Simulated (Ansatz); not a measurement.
**Molecular dynamics of ClFGeH$_{2}$**

Input:

```yaml
crystal:
  periodic: [false, false, false]
  atoms:
    - { symbol: Ge, position_ang: [-0.395237, -0.179452, 0.230136] }
    - { symbol: F, position_ang: [0.555073, 0.17521, 1.6794] }
    - { symbol: H, position_ang: [1.060807, -1.123653, -0.102776] }
    - { symbol: Cl, position_ang: [-0.858423, 1.63562, -1.15925] }
    - { symbol: H, position_ang: [-1.412595, -0.911075, 0.966779] }
basis:
  gaussian: { orbitals: def2-SVP }
hamiltonian:
  xc: b3lyp
  dispersion: d4
md:
  timestep: 0.25
  n_steps: 100
  ensemble: nvt_langevin
  temperature: 700.0
  initial_velocities: maxwell_boltzmann
  seed: 972570
  friction: 0.005
```

Launched with:

```bash
$ ansatz run input.yaml --threads 1 --pin off --max-ram 2048MiB --backend cpu --events-out ev --progress --plain --runs-dir out
```

It goes on from the last frame of an earlier run, with new velocities.

Output, in part (step lines, the closing report, with atoms numbered from 0):

```
md step     0: t =     0.00 fs  T =   560.0 K  F+E_penalty+E_count = -71779.37363751 eV  E_kin = 0.361928 eV  (26 SCF iters)
md step     1: t =     0.25 fs  T =   586.6 K  F+E_penalty+E_count = -71779.39873767 eV  E_kin = 0.379092 eV  (24 SCF iters)
md step     2: t =     0.50 fs  T =   631.7 K  F+E_penalty+E_count = -71779.42963657 eV  E_kin = 0.408267 eV  (25 SCF iters)
md step     3: t =     0.75 fs  T =   674.4 K  F+E_penalty+E_count = -71779.46645735 eV  E_kin = 0.435877 eV  (24 SCF iters)
md step     4: t =     1.00 fs  T =   723.6 K  F+E_penalty+E_count = -71779.50786134 eV  E_kin = 0.467688 eV  (24 SCF iters)
md step     5: t =     1.25 fs  T =   818.9 K  F+E_penalty+E_count = -71779.55306525 eV  E_kin = 0.529227 eV  (23 SCF iters)
md step     6: t =     1.50 fs  T =   903.9 K  F+E_penalty+E_count = -71779.60229153 eV  E_kin = 0.584175 eV  (23 SCF iters)
md step     7: t =     1.75 fs  T =   976.7 K  F+E_penalty+E_count = -71779.65451142 eV  E_kin = 0.631218 eV  (23 SCF iters)
[... lines left out ...]
Total energy: -71780.33651988 eV, -2637.8787126461 hartree
Atom 0 at    -0.329606    -0.148998     0.140341 Å, force    -2.765431    -0.202697     0.603801 eV/Å
Atom 1 at     0.375286     0.336806     1.651219 Å, force     0.199121    -0.163305    -0.256730 eV/Å
Atom 2 at     0.295244    -1.111033    -0.751963 Å, force     1.722924    -0.904535    -0.675267 eV/Å
Atom 3 at    -0.850284     1.544351    -1.026842 Å, force     0.176834     0.856334    -0.280338 eV/Å
Atom 4 at    -1.757833    -0.833752     0.315657 Å, force     0.666552     0.414203     0.608534 eV/Å
Dipole moment:     0.049559    -0.338140    -0.141729 e Å
```

The steps, from the saved trajectory:

```json
{"time (fs)": "0.0", "T (K)": "560", "potential energy less start (eV)": "0.000"}
{"time (fs)": "0.8", "T (K)": "674", "potential energy less start (eV)": "-0.093"}
{"time (fs)": "1.5", "T (K)": "904", "potential energy less start (eV)": "-0.229"}
{"time (fs)": "2.2", "T (K)": "1147", "potential energy less start (eV)": "-0.390"}
{"time (fs)": "3.0", "T (K)": "1412", "potential energy less start (eV)": "-0.560"}
{"time (fs)": "3.8", "T (K)": "1625", "potential energy less start (eV)": "-0.708"}
{"time (fs)": "4.5", "T (K)": "1942", "potential energy less start (eV)": "-0.821"}
{"time (fs)": "5.2", "T (K)": "2028", "potential energy less start (eV)": "-0.886"}
{"time (fs)": "6.0", "T (K)": "2037", "potential energy less start (eV)": "-0.897"}
{"time (fs)": "6.8", "T (K)": "2011", "potential energy less start (eV)": "-0.874"}
{"time (fs)": "7.5", "T (K)": "1913", "potential energy less start (eV)": "-0.854"}
{"time (fs)": "8.2", "T (K)": "1921", "potential energy less start (eV)": "-0.854"}
{"time (fs)": "9.0", "T (K)": "1947", "potential energy less start (eV)": "-0.869"}
{"time (fs)": "9.8", "T (K)": "1896", "potential energy less start (eV)": "-0.879"}
{"time (fs)": "10.5", "T (K)": "1818", "potential energy less start (eV)": "-0.859"}
{"time (fs)": "11.2", "T (K)": "1735", "potential energy less start (eV)": "-0.801"}
{"time (fs)": "12.0", "T (K)": "1545", "potential energy less start (eV)": "-0.705"}
{"time (fs)": "12.8", "T (K)": "1446", "potential energy less start (eV)": "-0.581"}
{"time (fs)": "13.5", "T (K)": "1237", "potential energy less start (eV)": "-0.447"}
{"time (fs)": "14.2", "T (K)": "1093", "potential energy less start (eV)": "-0.327"}
{"time (fs)": "15.0", "T (K)": "920", "potential energy less start (eV)": "-0.236"}
{"time (fs)": "15.8", "T (K)": "912", "potential energy less start (eV)": "-0.190"}
{"time (fs)": "16.5", "T (K)": "873", "potential energy less start (eV)": "-0.201"}
{"time (fs)": "17.2", "T (K)": "947", "potential energy less start (eV)": "-0.252"}
{"time (fs)": "18.0", "T (K)": "1042", "potential energy less start (eV)": "-0.329"}
{"time (fs)": "18.8", "T (K)": "1131", "potential energy less start (eV)": "-0.418"}
{"time (fs)": "19.5", "T (K)": "1320", "potential energy less start (eV)": "-0.506"}
{"time (fs)": "20.2", "T (K)": "1439", "potential energy less start (eV)": "-0.583"}
{"time (fs)": "21.0", "T (K)": "1473", "potential energy less start (eV)": "-0.642"}
{"time (fs)": "21.8", "T (K)": "1541", "potential energy less start (eV)": "-0.686"}
{"time (fs)": "22.5", "T (K)": "1662", "potential energy less start (eV)": "-0.726"}
{"time (fs)": "23.2", "T (K)": "1745", "potential energy less start (eV)": "-0.773"}
{"time (fs)": "24.0", "T (K)": "1865", "potential energy less start (eV)": "-0.838"}
{"time (fs)": "24.8", "T (K)": "1882", "potential energy less start (eV)": "-0.929"}
```

The run went to its last step. The mean temperature of the second half is 89 % above the set value. A run of 0.025 ps of so small a system gives no equilibrium averages.

The same pairs are bonded in the first frame and the last. Pairs count as bonded within 1.25 times the sum of covalent radii (0.12 Å more for H–H).

Last frame:

```xyz
5
Properties=species:S:1:pos:R:3
Ge -0.330 -0.149 0.140
F 0.375 0.337 1.651
H 0.295 -1.111 -0.752
Cl -0.850 1.544 -1.027
H -1.758 -0.834 0.316
```

Time of the run: 3.8 min on 1 thread of AMD EPYC 7R43 64-Core Processor (Zen 3), with other jobs on the host, peak memory 0.16 GiB.
